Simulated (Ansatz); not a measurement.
The cluster Zr4O8 was relaxed with PBE-D4 (def2-SVP) in Ansatz in these states: neutral quintet, neutral singlet, neutral triplet. The geometries follow in no particular order.

In the def2 sets Zr takes a core potential; there is no spin–orbit coupling.

A:

```xyz
12

Zr    1.265    1.541   -2.090
Zr   -0.939   -1.656    1.514
Zr    1.405   -0.066    0.319
Zr   -1.190    0.665   -0.527
O     0.394   -0.291   -1.532
O    -0.393    0.295    1.498
O    -1.671   -2.439    3.214
O     0.933   -1.935    0.927
O     2.710    0.891   -0.918
O    -0.845    1.989   -2.110
O    -2.068   -1.114    0.001
O     0.399    2.122   -0.295
```

B:

Cartesian coordinates in Å:
```
Zr -2.753 -0.424 -0.271
Zr 2.335 0.147 -0.181
Zr -0.507 1.397 -0.438
Zr -0.238 -1.222 0.923
O -0.760 -0.590 -0.985
O 0.894 0.670 1.112
O 4.192 0.619 0.362
O 1.292 1.315 -1.399
O -2.397 1.389 -1.123
O -2.040 -2.077 0.679
O 1.599 -1.666 0.151
O -1.616 0.443 1.171
```

C:

```xyz
12

Zr   -1.465    1.928   -1.138
Zr    0.890   -2.054    0.792
Zr    0.914    0.258   -1.304
Zr   -0.732    0.558    1.324
O    -1.039   -0.062   -0.644
O     1.233    0.055    0.766
O     2.167   -2.905    1.691
O     1.199   -1.645   -1.271
O    -0.241    1.298   -2.617
O    -2.308    1.675    0.681
O    -0.770   -1.286    1.874
O     0.151    2.179   -0.154
```

**Question.** Judge from the bond lengths which geometry belongs to which state (an estimate).

**Answer.** A is the neutral quintet (Zr3–O12 2.485 Å, Zr3–Zr4 2.825 Å, Zr2–O7 2.010 Å); B is the neutral triplet (Zr3–O12 2.175 Å, Zr3–Zr4 2.963 Å, Zr2–O7 1.991 Å); C is the neutral singlet (Zr3–O12 2.365 Å, Zr3–Zr4 3.115 Å, Zr2–O7 1.779 Å).

At PBE0-D4/def2-TZVP a singlet lies 5.98 eV below the neutral quintet. At PBE0-D4/def2-TZVP a singlet lies 2.72 eV below the neutral triplet. These are the stationary points nearest to one start from a short search; other shapes may lie lower in each state.
